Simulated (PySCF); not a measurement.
These are B3LYP-D3(BJ)/def2-TZVP // PBE-D3(BJ)/def2-SVP in PySCF values and carry that method's errors. All species are isolated molecules in the gas phase. One relaxed conformer stands for a flexible species; it need not be the lowest. B3LYP has the VWN-RPA correlation part, as in Gaussian. 

Reference species: [Ta(F)5] (neutral, multiplicity 1).

```json
{
 "HOMO–LUMO gap": "8.88 eV",
 "HOMO": "-11.95 eV"
}
```

Changed species: [Ta(NH2)5] (5 of 5 F replaced by NH2; the reference has 0 of 5 F replaced by NH2).

Task: Give the shifts of the HOMO–LUMO gap and HOMO.

Result: the HOMO–LUMO gap decreases by 3.31 eV, to 5.57 eV; the HOMO increases by 5.79 eV, to -6.16 eV.
